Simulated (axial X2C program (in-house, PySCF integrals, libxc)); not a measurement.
## Low determinants of CsGe at the PBE0 level, scalar-relativistic

Computed with an axial X2C code built on PySCF integrals. Spin-free means the one-electron spin-free X2C Hamiltonian. Basis: Cs dyall-cv3z [15s15p9d4f1g], Ge dyall-cv3z [9s9p7d4f1g] (cores contracted in-house); Gaussian nuclei, density fitting, unrestricted open shells. Masses: Cs 132.905 u, Ge 73.921 u.

Search at 3.304 Å (vertical energies from the lowest determinant):

```json
{"ΔE (eV)": "0.00", "state": "M_S = 3/2, Λ = 0", "electrons beyond evenly filled partner blocks": "σα, π+α, π-α", "electrons in σ, π, δ, φ": "37 38 12 0"}
{"ΔE (eV)": "0.51", "state": "M_S = 1/2, Λ = 0", "electrons beyond evenly filled partner blocks": "σβ, π+α, π-α", "electrons in σ, π, δ, φ": "37 38 12 0"}
{"ΔE (eV)": "0.96", "state": "M_S = 1/2, Λ = 0", "electrons beyond evenly filled partner blocks": "σα, π+β, π-α", "electrons in σ, π, δ, φ": "37 38 12 0"}
{"ΔE (eV)": "0.96", "state": "M_S = 1/2, Λ = 2", "electrons beyond evenly filled partner blocks": "σα, π+α, π+β", "electrons in σ, π, δ, φ": "37 38 12 0"}
{"ΔE (eV)": "1.08", "state": "M_S = 1/2, Λ = 1", "electrons beyond evenly filled partner blocks": "π+α", "electrons in σ, π, δ, φ": "38 37 12 0"}
{"ΔE (eV)": "1.47", "state": "M_S = 1/2, Λ = 1", "electrons beyond evenly filled partner blocks": "π+α, π+β, π-α", "electrons in σ, π, δ, φ": "36 39 12 0"}
{"ΔE (eV)": "2.06", "state": "M_S = 3/2, Λ = 1", "electrons beyond evenly filled partner blocks": "2 × σα, π+α", "electrons in σ, π, δ, φ": "38 37 12 0"}
```

Lowest determinant, M_S = 3/2, Λ = 0 (beyond evenly filled blocks: σα, π+α, π-α): Re = 3.294 Å, ωe = 112.8 cm⁻¹.

The determinant in row 2 of the search, M_S = 1/2, Λ = 0 (beyond evenly filled blocks: σβ, π+α, π-α), was followed along the bond at PBE0; measured from the minimum of the lowest determinant it gives:

Te = 0.505 eV (4074 cm⁻¹), Re = 3.322 Å, ωe = 103.8 cm⁻¹.

(1) Compare the bond of the determinant in row 2 with that of the lowest one.

The search compares states at one distance, so a state with another bond length can lie lower; it is not exhaustive and yields mostly the lowest determinant of each block pattern, so other components and higher states of one pattern are missing. These are energies of single determinants, not of spin-adapted states; PBE0 term energies can be off by some tenths of an eV, and the functional has no current term. The lowest determinant need not be the ground state where others lie within half an eV. Row 2 is spin-contaminated (⟨S²⟩ = 1.76 against 0.75), so its values are not those of a pure state.

Answers

(1) At PBE0 its Re is 0.028 Å longer and its force constant, which goes as ωe², is 0.85 times that of the lowest determinant. This determinant mixes spin states, so it has no term energy of its own.
